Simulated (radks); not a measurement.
Task: The table gives one normalised radial function P(r) = r R(r) (large component) of Yb3+ in [Xe] 4f13 (r in bohr). Method: Dirac Kohn-Sham, PBE, spin-unpolarised, spherical densities, finite nucleus; open shells fill j = l - 1/2 first; Fermi nuclear charge, rms radius 5.3108 fm; computed with a radial shooting solver on a logarithmic mesh with Libxc functionals.

r           P
0.002172   0.0109
0.002508   0.0131
0.002874   0.0155
0.003292   0.0184
0.003802   0.0221
0.004356   0.0263
0.005031   0.0318
0.005764   0.0380
0.006604   0.0454
0.007626   0.0548
0.008737   0.0653
0.01009    0.0783
0.01156    0.0927
0.01324    0.1090
0.0153     0.1284
0.01752    0.1484
0.02024    0.1708
0.02319    0.1920
0.02657    0.2118
0.03068    0.2290
0.03515    0.2390
0.04059    0.2393
0.04651    0.2263
0.05328    0.1969
0.06154    0.1451
0.0705     0.0761
0.08077   -0.0102
0.09328   -0.1133
0.1069    -0.2102
0.1234    -0.2950
0.1414    -0.3398
0.162     -0.3333
0.1871    -0.2587
0.2143    -0.1251
0.2475     0.0650
0.2836     0.2572
0.3249     0.4189
0.3753     0.5091
0.4299     0.4848
0.4965     0.3336
0.5688     0.0915
0.6517    -0.2058
0.7527    -0.5235
0.8623    -0.7746
0.9959    -0.9481
1.141     -1.0073
1.307     -0.9683
1.51      -0.8429
1.73      -0.6770
1.997     -0.4886
2.288     -0.3273
2.622     -0.1991
3.028     -0.1045
3.469     -0.0500
4.006     -0.0196
4.59      -0.0068

Which n and l does it have? It may be an empty orbital.

Result: n = 5, l = 1: the number of nodes gives n - l - 1 = 3, the rise at small r points to l (for j = l - 1/2 the large component starts outside the nucleus as r^gamma with gamma = sqrt(l^2 - (Z/c)^2) = 0.86 and the r^(l+1) term takes over further out; the orbital of l - 1 with the same j starts with the same power, but with a larger coefficient, and does not steepen), and the extent must fit the shell. The curve is that of 5p1/2; the two j differ most near the nucleus, where j = l - 1/2 has the larger amplitude, and in heavy atoms j = l - 1/2 is also the more compact. 5p1/2: eigenvalue -61.812 eV, 3 radial nodes at r = 0.0796, 0.236, 0.594 bohr, <r> = 1.32 bohr, 90 % of the charge inside 1.93 bohr.
